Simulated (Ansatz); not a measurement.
`F[Si]N([SiH3])[SiH3]` + H₂S → `F[Si]S` + `[SiH3]N[SiH3]` at 400 K and 1 bar (ligand exchange at the Si–N bond).

Isolated molecules relaxed with PBE0-D4/def2-TZVP in Ansatz; ΔE leaves out vibrations. CCSD(T)/CBS adds triple-zeta CCSD(T) − MP2 to the extrapolated MP2 energy (def2 sets, frozen cores). This one scheme is used for every species. Each species was taken in one conformer, which may not be the lowest.

```csv
species,CCSD(T)/CBS energy (Eh),H − E (kJ/mol),S (J/(mol·K))
`F[Si]N([SiH3])[SiH3]`,-1025.44155,195.6,414.7
H₂S,-398.97279,53.4,215.9
`F[Si]S`,-787.30018,51.1,300.8
`[SiH3]N[SiH3]`,-637.10515,203.4,366.7
```

H − E and S are ideal-gas, rigid-rotor, harmonic terms from PBE0-D4/def2-TZVP, for one conformer and one mirror image of each species. 1 Eh = 2625.50 kJ/mol, R = 8.31446 J/(mol·K).

By hand: ΔE, ΔH, ΔS and ΔG.

ΔE = (-787.30018) + (-637.10515) − (-1025.44155) − (-398.97279) = 0.00901 Eh = 23.7 kJ/mol. Δ(H − E) = 51.1 + 203.4 − 195.6 − 53.4 = 5.5, so ΔH = 29.2 kJ/mol. ΔS = 300.8 + 366.7 − 414.7 − 215.9 = 36.9 J/(mol·K). ΔG = 29.2 − 400 × (36.9)/1000 = 14.4 kJ/mol.

By hand: the equilibrium constant, and the temperature at which ΔG would vanish if ΔH and ΔS stayed fixed.

log₁₀ K = −ΔG/(RT ln 10) = -1.9. ΔG = 0 at ΔH/ΔS = 791 K.

TΔS isn't small against ΔH here. A doubt of 5 kJ/mol in ΔE shifts log₁₀ K by 0.7 here. Other conformers and mirror images would add mixing entropy, several J/(mol·K) or more a flexible species. Modes under 60 cm⁻¹, often nearly free rotors, make the harmonic entropy too high. These are equilibria of isolated gas molecules and say nothing of rates. Largest T1 diagnostic: 0.015 (customary marks: 0.02 for closed shells, 0.045 for open ones).
